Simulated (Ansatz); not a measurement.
**One elementary step**

Start structure (SiNH3SF2, singlet), relaxed at PBE0-D4/def2-TZVP:

Si1  (0.153, 0.021, 0.596)
S2  (1.749, 1.150, -0.185)
N3  (-1.025, -0.303, -0.559)
H4  (-1.388, 0.413, -1.165)
F5  (0.583, -1.388, 1.182)
F6  (-0.323, 0.866, 1.853)
H7  (1.890, 0.338, -1.246)
H8  (-1.639, -1.097, -0.477)
(Å)

The step: SiNH₃SF₂ ([NH2][Si]([F])([F])[SH]) → SiNHF₂ ([NH][Si]([F])[F]) + H₂S (still joined by a long Si–S bond); bonds formed: S2–H4; bonds broken: N3–H4; bonds weakened to dative contacts: Si1–S2. Program: Ansatz 0.2.0. Basis: def2-TZVPP and def2-QZVPP. Cores are frozen in the correlated methods. Extrapolation: Hartree–Fock as exp(−7.88 √X), correlation as X^−2.97. Energies below are by CCSD(T) at an estimated basis limit (MP2 extrapolated from triple and quadruple zeta, plus CCSD(T) − MP2 in triple zeta).

**Question.** What are the electronic barrier and the energy of the step, from the start structure to the end structure? (To be estimated.)

**Answer.** The calculation gives: Barrier 283.6 kJ/mol; step energy 277.5 kJ/mol (uphill); reverse barrier, their difference, 6.1 kJ/mol. Barrier and step energy count from the start structure, the reverse barrier from the end structure.

The saddle point: One imaginary mode of 206i cm⁻¹.
| pair | start (Å) | saddle (Å) | end (Å) |
| --- | --- | --- | --- |
| S2–H4 | 3.37 | 1.37 | 1.34 |
| Si1–S2 | 2.10 | 2.34 | 2.41 |
| N3–H4 | 1.01 | 2.09 | 3.03 |

Zero-point energy (harmonic, PBE0-D4): ZPE is 112.1 kJ/mol at the start and 99.1 kJ/mol at the saddle, so the barrier goes from 283.6 to 270.6 kJ/mol.

First-order rate constant out of the start structure at 498 K by transition-state theory, with harmonic vibrational free energies alone and no tunnelling: ΔA‡ = 271.3 kJ/mol, so k = (kB T/h) exp(−ΔA‡/kB T) ≈ 10^-15 s⁻¹ (an order of magnitude at best: rotation, the number of equivalent paths and anharmonicity are left out).

No T1 diagnostic of these runs exceeds 0.014.

Labels in which every atom is bracketed show which atoms are joined, not bond orders.

For scale, one of the runs: CCSD(T)/def2-TZVPP, 219 basis functions (an equivalent command: `ansatz run in.yaml --threads 4`). Hardware: 4 CPU threads, shared host. Wall time 92 s; peak host memory 3.3 GiB.
